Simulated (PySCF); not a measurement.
## A small calculation by hand: oscillator strength and radiative lifetime

W(O)(NH)(Cl)(SH) (ClH2NOSW), SMILES [NH]=[W](=[O])([SH])[Cl], multiplicity 1.

The structure is a stationary point at B3LYP-D3(BJ)/def2-SVP. The spin state was assumed, not searched. The structure was generated by enumeration; whether it is a known compound was not checked. The def2 effective core potentials stand for the cores of W; spin–orbit coupling is left out. Other conformers were not sampled.

TDA-B3LYP/def2-SVPD run with PySCF puts the first singlet state with f over 0.02 at 4.27 eV (vertical), with the transition dipole (-0.203, -0.393, 0.538) in atomic units.

Problem. Find the oscillator strength, the wavelength and the radiative lifetime that this transition would have in vacuum if emission retraced absorption.

Solution. 
|μ|² = 0.4851 au, so |μ| = 1.77 D. ΔE = 4.27/27.211 = 0.1569 hartree. f = (2/3) ΔE |μ|² = 0.051 (the program prints 0.051).
λ = 1239.84/4.27 = 290 nm; ν = 34440 cm⁻¹.
Einstein's coefficient A = 0.6670 ν² f s⁻¹ (ν in cm⁻¹) = 4.0e7 s⁻¹, so τ = 1/A = 25 ns. This state is S1. The figure is the radiative limit of this one transition; relaxation, internal conversion, crossing to triplets and a medium change what is measured.
